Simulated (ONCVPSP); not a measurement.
**Plane-wave convergence, ONCV potential for Zn**

zinc (Zn), optimised norm-conserving Vanderbilt (ONCV), made with ONCVPSP 4.0.1 (BLYP, scalar-relativistic). Core [Ne], reference 3s2 3p6 3d10 4s1 4p1. Waves: 3s+4s: rc 0.95 bohr, ncon 4, nbas 8, qcut 14.1 1/bohr, 2 projectors; 3p+4p: rc 1.40 bohr, ncon 4, nbas 8, qcut 8 1/bohr, 3 projectors, debl 2.9 Ha; 3d: rc 0.75 bohr, ncon 4, nbas 7, qcut 22.1 1/bohr, 2 projectors, debl 1.4 Ha. Local part: polynomial inside 0.70 bohr (lpopt 3, dvloc0 0 Ha). Core correction: Teter function, fcfact 3.5, rcfact 1.1.

Problem. For each optimised wave give the share of its norm inside rc, the residual kinetic energy above qcut (Ha) and the cutoffs (Ha) for errors of 10, 1, 0.1 and 0.01 mHa per electron.

Solution.

```json
{"wave": "3s", "norm inside rc": "0.859", "residual KE": "5.9e-07", "10 mHa": "54.9", "1 mHa": "69.3", "0.1 mHa": "80.8", "0.01 mHa": "89.4"}
{"wave": "4s", "norm inside rc": "0.029", "residual KE": "1.9e-07", "10 mHa": "37.9", "1 mHa": "57.4", "0.1 mHa": "72.3", "0.01 mHa": "84.3"}
{"wave": "3p", "norm inside rc": "0.973", "residual KE": "7.0e-04", "10 mHa": "25.9", "1 mHa": "31.0", "0.1 mHa": "92.6", "0.01 mHa": "113.4"}
{"wave": "4p", "norm inside rc": "0.025", "residual KE": "1.0e-04", "10 mHa": "18.5", "1 mHa": "26.0", "0.1 mHa": "32.2", "0.01 mHa": "72.8"}
{"wave": "p projector 3", "norm inside rc": "0.083", "residual KE": "9.8e-04", "10 mHa": "25.1", "1 mHa": "31.9", "0.1 mHa": "49.1", "0.01 mHa": "88.9"}
{"wave": "3d", "norm inside rc": "0.481", "residual KE": "5.2e-07", "10 mHa": "142.5", "1 mHa": "173.8", "0.1 mHa": "199.0", "0.01 mHa": "218.7"}
{"wave": "d projector 2", "norm inside rc": "0.069", "residual KE": "7.8e-08", "10 mHa": "117.5", "1 mHa": "154.7", "0.1 mHa": "184.8", "0.01 mHa": "208.7"}
```

The occupied waves need 174 Ha and 199 Ha for 1 and 0.1 mHa.
